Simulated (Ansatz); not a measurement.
Geometry optimisation, Ansatz 0.2.0, RKS PBE-D4/def2-SVP.

The input (input.yaml):

```yaml
crystal:
  periodic: [false, false, false]
  atoms:
    - { symbol: Zn, position_ang: [-0.881385, 0.0, -0.575105] }
    - { symbol: Cl, position_ang: [0.089165, 0.0, 2.723642] }
    - { symbol: Cl, position_ang: [0.612279, 0.0, -2.070424] }
    - { symbol: H, position_ang: [-2.069048, 0.0, 0.436594] }
    - { symbol: H, position_ang: [-1.035911, 0.0, 1.988692] }
basis:
  gaussian: { orbitals: def2-SVP }
hamiltonian:
  xc: pbe
  dispersion: d4
relax:
  f_tol: 0.03
  max_steps: 50
```

Command:

```bash
$ ansatz run input.yaml --threads 1 --pin off --max-ram 2048MiB --backend cpu --events-out ev --progress --plain --runs-dir out
```

Question: Where does it end, and by what steps?

Answer: The forces met the threshold. After 17 steps the energy has fallen by 0.111 eV; Cl2 moved furthest, 0.75 Å.

| step | energy less start (eV) | largest force component (eV/Å) | accepted |
| --- | --- | --- | --- |
| 0 | 0.0000 | 0.729 | yes |
| 1 | -0.0267 | 0.346 | yes |
| 2 | -0.0455 | 0.356 | yes |
| 3 | -0.0200 | 1.334 | no |
| 4 | -0.0540 | 0.440 | yes |
| 5 | -0.0620 | 0.651 | yes |
| 6 | -0.0802 | 0.081 | yes |
| 7 | -0.0798 | 0.948 | no |
| 8 | -0.0905 | 0.068 | yes |
| 9 | -0.0965 | 0.396 | yes |
| 10 | -0.1075 | 0.094 | yes |
| 11 | -0.1077 | 0.091 | yes |
| 12 | -0.0929 | 0.666 | no |
| 13 | -0.1106 | 0.033 | yes |
| 14 | -0.1107 | 0.032 | yes |
| 15 | -0.1108 | 0.140 | yes |
| 16 | -0.1112 | 0.070 | yes |
| 17 | -0.1114 | 0.002 | yes |

```xyz
5
Properties=species:S:1:pos:R:3
Zn -1.026 0.000 -0.533
Cl 0.262 0.000 1.998
Cl 0.796 0.000 -1.634
H -2.465 0.000 0.003
H -0.852 0.000 2.669
```

The run took 42 s on 1 thread of Arm Neoverse V1, with other jobs on the host, peak memory 0.13 GiB.
